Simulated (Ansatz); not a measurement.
Program: Ansatz. Geometries: PBE0-D4/def2-TZVP. ΔE: electronic, gas phase. CCSD(T)/CBS adds triple-zeta CCSD(T) − MP2 to the extrapolated MP2 energy (def2 sets, frozen cores). This one scheme is used for every species. DFT in def2-TZVPP. One conformer a species, not always the lowest.

`C#CC(=C)O` + `BCl` → `C=C(O)BCl` + `C#C`  (formal exchange of groups at a C–C bond)

`C#CC(=C)O`:

Cartesian coordinates in Å:
```
C 0.228 1.941 0.867
C 0.085 0.839 0.407
C -0.116 -0.488 -0.073
C 0.258 -0.886 -1.288
O -0.724 -1.349 0.790
H 0.362 2.922 1.257
H 0.739 -0.191 -1.959
H 0.084 -1.905 -1.609
H -0.917 -0.883 1.609
```

`BCl`:

Z-matrix (Å, degrees):
```
B
Cl 1 1.733
H 1 1.190 2 118.1
H 1 1.190 2 118.1 3 180.0
```

`C=C(O)BCl`:

Z-matrix (Å, degrees):
```
C
C 1 1.341
H 1 1.081 2 119.6
H 1 1.087 2 122.9 3 -180.0
O 2 1.355 1 124.0 3 179.9
B 2 1.545 1 118.3 3 -0.1
H 5 0.963 2 109.7 1 -0.0
Cl 6 1.738 2 121.4 1 -179.8
H 6 1.191 2 120.2 1 0.2
```

`C#C`:

```xyz
4

C     0.422   -0.409    0.115
C    -0.422    0.409   -0.115
H     1.173   -1.135    0.320
H    -1.173    1.135   -0.320
```

Q: Is it downhill or uphill in electronic energy at CCSD(T)/CBS, and by how much? (Estimate.)

A: The calculation gave: Downhill: ΔE = -9.1 kcal/mol.

Q: What do these levels give: LDA (SPW92), CAM-B3LYP-D4, ωB97X-V, r2SCANh, BHLYP, CAM-B3LYP, MP2/def2-SVP, CCSD(T)/def2-SVP, SCS-MP2/def2-TZVPP, CCSD(T)/def2-TZVPP, SCS-MP2/def2-QZVPP, CCSD/CBS(def2)? (An estimate is asked.)

A: Computed: LDA (SPW92) -7.3, CAM-B3LYP-D4 -8.1, ωB97X-V -8.3, r2SCANh -7.7, BHLYP -7.6, CAM-B3LYP -7.8, MP2/def2-SVP -7.3, CCSD(T)/def2-SVP -7.6, SCS-MP2/def2-TZVPP -7.9, CCSD(T)/def2-TZVPP -8.8, SCS-MP2/def2-QZVPP -8.0, CCSD/CBS(def2) -9.1 kcal/mol.

Largest T1 diagnostic among the species: 0.013.

At CCSD(T), def2-SVP lies +1.5 kcal/mol from the extrapolated value and def2-TZVPP +0.3 kcal/mol. Leaving LDA and LC-ωPBE aside and taking each functional with its dispersion term where it has one, the values, not all of them listed here, spread over 1.8 kcal/mol, from ωB97M-V to revPBE-D4. From BLYP to BHLYP (50 % exact exchange), in def2-TZVPP and without D4, ΔE moves by −0.7 kcal/mol.
